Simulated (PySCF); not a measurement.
Magnetisability: `CC[C@H](OC)C(=O)Cl`, C$_{5}$H$_{9}$ClO$_{2}$

Molfile (atoms numbered from 1):
```
C5H9ClO2
     RDKit          3D

 17 16  0  0  0  0  0  0  0  0999 V2000
   -1.9457    0.7858    0.2040 C   0  0  0  0  0  0  0  0  0  0  0  0
   -0.8798    0.7570   -0.8836 C   0  0  0  0  0  0  0  0  0  0  0  0
    0.4258    0.1157   -0.3797 C   0  0  2  0  0  0  0  0  0  0  0  0
    0.1718   -1.2321   -0.0907 O   0  0  0  0  0  0  0  0  0  0  0  0
    1.3216   -2.0197    0.1180 C   0  0  0  0  0  0  0  0  0  0  0  0
    0.9299    0.8553    0.8400 C   0  0  0  0  0  0  0  0  0  0  0  0
    1.0209    0.4734    1.9543 O   0  0  0  0  0  0  0  0  0  0  0  0
    1.4426    2.5044    0.4256 Cl  0  0  0  0  0  0  0  0  0  0  0  0
   -1.6466    1.4368    1.0225 H   0  0  0  0  0  0  0  0  0  0  0  0
   -2.8848    1.1512   -0.2034 H   0  0  0  0  0  0  0  0  0  0  0  0
   -2.0979   -0.2157    0.5965 H   0  0  0  0  0  0  0  0  0  0  0  0
   -0.6633    1.7646   -1.2390 H   0  0  0  0  0  0  0  0  0  0  0  0
   -1.2294    0.1561   -1.7237 H   0  0  0  0  0  0  0  0  0  0  0  0
    1.2003    0.2037   -1.1627 H   0  0  0  0  0  0  0  0  0  0  0  0
    0.9637   -3.0369    0.2600 H   0  0  0  0  0  0  0  0  0  0  0  0
    1.9865   -1.9830   -0.7539 H   0  0  0  0  0  0  0  0  0  0  0  0
    1.8772   -1.7046    1.0055 H   0  0  0  0  0  0  0  0  0  0  0  0
  1  2  1  0
  2  3  1  0
  3  4  1  0
  4  5  1  0
  3  6  1  0
  6  7  2  0
  6  8  1  0
  1  9  1  0
  1 10  1  0
  1 11  1  0
  2 12  1  0
  2 13  1  0
  3 14  1  6
  5 15  1  0
  5 16  1  0
  5 17  1  0
M  END
```

Computed, not measured: GIAO KT3/pcSseg-1 magnetisability, rotational g tensor and spin-rotation constants, non-relativistic, gas phase in PySCF. Geometry: GFN2-xTB.

Task: What are the magnetisability and the molar susceptibility?

Result: Isotropic -1285 × 10⁻³⁰ J/T², or -77.4 × 10⁻⁶ cm³/mol; principal values -1400, -1301, -1155 × 10⁻³⁰ J/T², anisotropy 214 × 10⁻³⁰ J/T² (root of half the summed squared differences of the principal values). The susceptibility is in cgs units.

Task: Split it along the inertial axes a, b, c into diamagnetic and paramagnetic parts about the centre of mass, with the quadrupole moment.

Result: 
```
axis  χ (10⁻⁶ cm³/mol)  diamagnetic (10⁻⁶ cm³/mol)  paramagnetic (10⁻⁶ cm³/mol)  summed x² of all electrons (Å²)  quadrupole Θ (D Å)
   a             -78.4                      -719.8                        641.3                            175.2               -1.87
   b             -80.7                      -951.7                        871.0                            120.6               +4.19
   c             -73.0                     -1254.8                       1181.8                             49.1               -2.31
```
Anisotropies 2χaa − χbb − χcc = -3.2 and 2χbb − χaa − χcc = -9.9 × 10⁻⁶ cm³/mol. Θ is traceless in Buckingham's convention.

Task: And the rotational g tensor?

Result: 
| axis | rotational constant (GHz) | g | nuclear part | electronic part |
| --- | --- | --- | --- | --- |
| a | 2.0506 | -0.0172 | 0.6007 | -0.6179 |
| b | 1.3595 | -0.0122 | 0.5441 | -0.5563 |
| c | 1.0285 | -0.0111 | 0.5599 | -0.5710 |

Asymmetric top; isotopes 12C, 35Cl, 1H, 16O; no vibrational averaging.
